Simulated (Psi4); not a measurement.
A dimer, H4Si ··· H4Ge (SMILES [SiH4] and [GeH4]); the first 5 atoms form monomer A.

```
10

Si     0.0000     0.0000     0.0000
H     -0.2110     0.9932    -1.0772
H      1.2588    -0.7381    -0.2490
H     -1.1338    -0.9515     0.0227
H      0.0860     0.6964     1.3035
Ge     0.6605    -2.7154     3.3474
H     -0.6579    -1.9585     3.5659
H      1.8222    -1.7128     3.2849
H      0.5886    -3.4987     2.0283
H      0.8890    -3.6919     4.5107
```

Q: What interaction energy does SAPT0/jun-cc-pVDZ, frozen core run with Psi4 give, and which attractive term is the largest?

A: Total -0.66 kJ/mol: electrostatics 0.27, exchange 1.93, induction -0.20, dispersion -2.66. The most attractive term is dispersion.
